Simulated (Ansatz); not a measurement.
Mulliken charges of `NB(Br)Br` from PBE/def2-TZVPP in Ansatz (PBE0-D4/def2-TZVP geometry).

```
atom   x (Å)   y (Å)   z (Å)  charge (e)
  N1   0.625   0.161   0.523      -0.201
  B2  -0.400  -0.124  -0.358       0.050
 Br3  -2.022   0.906  -0.313      -0.106
 Br4  -0.208  -1.551  -1.631      -0.106
  H5   1.487  -0.356   0.530       0.182
  H6   0.561   0.899   1.203       0.182
```

Problem. By hand: the dipole of these point charges (1 e Å = 4.8032 D).

Solution. Σ q r = (0.463, 0.129, 0.398) e Å, of length 0.624 e Å = 3.00 D.

Problem. How does the dipole of the full density compare? (An estimate is asked.)

Solution. Computed: (0.431, 0.120, 0.370) e Å, 2.79 D; the point charges give 1.08 times that, at 0° from its direction.

Point charges leave out the atoms' own dipoles, such as those of lone pairs, and Mulliken's split depends on the basis, so the close match here is no proof of good charges.
